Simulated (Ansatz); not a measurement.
[Sn4]4- (Sn₄⁴⁻), 4 atoms. Hardware: 4 threads of Intel Xeon on a shared host.

In the def2 sets Sn takes a core potential; there is no spin–orbit coupling. Correlated methods freeze 16 core orbitals; core or outer-core shells of Sn are correlated, in sets that lack core-valence functions. A multiply charged anion in the gas phase is held together partly by the finite basis.

(1) How many basis functions does each of these Ansatz runs have, and roughly what does it cost? HF/STO-3G, charge -4 singlet, energy; r2SCAN-D4/def2-TZVPD, charge -4 triplet at the geometry of the charge -4 singlet, energy, from earlier orbitals; PBE0-D4/def2-TZVPD, charge -4 singlet, energy, from earlier orbitals; PBE0-D4/def2-SVPD, charge -4 singlet, energy, from earlier orbitals; PBE0-D4/def2-TZVPD, charge -4 triplet at the geometry of the charge -4 singlet, energy; ωB97X-V/def2-TZVPD, charge -4 singlet, energy, from earlier orbitals; revPBE-D4/def2-TZVPD, charge -4 singlet, energy, from earlier orbitals; PBE-D4/def2-TZVPD, charge -4 triplet at the geometry of the charge -4 singlet, energy, from earlier orbitals; PBE-D4/def2-TZVPD, charge -4 singlet, energy, from earlier orbitals; PBE0-D4/def2-SVP, charge -4 singlet, energy with a search over starts; RPA@PBE/def2-TZVPD, charge -4 singlet, energy, from earlier orbitals; MP2/def2-TZVPD, charge -4 singlet, energy, from earlier orbitals.

## Answers

(1) Other jobs shared the machine, so times can vary by a factor of up to 3. A dash marks memory too small to be measured apart from the calling script's.

```tsv
run	functions	fitting or Cholesky vectors	wall time	peak host memory (GiB)
HF/STO-3G, charge -4 singlet, energy	108	1446	4.2 s	–
PBE0-D4/def2-SVP, charge -4 singlet, energy with a search over starts	104	1368	4.7 s	–
PBE0-D4/def2-SVPD, charge -4 singlet, energy, from earlier orbitals	128	1704	7 s	–
PBE-D4/def2-TZVPD, charge -4 triplet at the geometry of the charge -4 singlet, energy, from earlier orbitals	224	1616	25 s	0.83
revPBE-D4/def2-TZVPD, charge -4 singlet, energy, from earlier orbitals	224	1616	35 s	0.76
PBE-D4/def2-TZVPD, charge -4 singlet, energy, from earlier orbitals	224	1616	45 s	0.76
MP2/def2-TZVPD, charge -4 singlet, energy, from earlier orbitals	224	2052	73 s	1.1
r2SCAN-D4/def2-TZVPD, charge -4 triplet at the geometry of the charge -4 singlet, energy, from earlier orbitals	224	1616	77 s	0.92
PBE0-D4/def2-TZVPD, charge -4 singlet, energy, from earlier orbitals	224	1952	78 s	1.2
ωB97X-V/def2-TZVPD, charge -4 singlet, energy, from earlier orbitals	224	1856	91 s	1.5
RPA@PBE/def2-TZVPD, charge -4 singlet, energy, from earlier orbitals	224	2122	2.7 min	1.2
PBE0-D4/def2-TZVPD, charge -4 triplet at the geometry of the charge -4 singlet, energy	224	1952	3.1 min	1.2
```
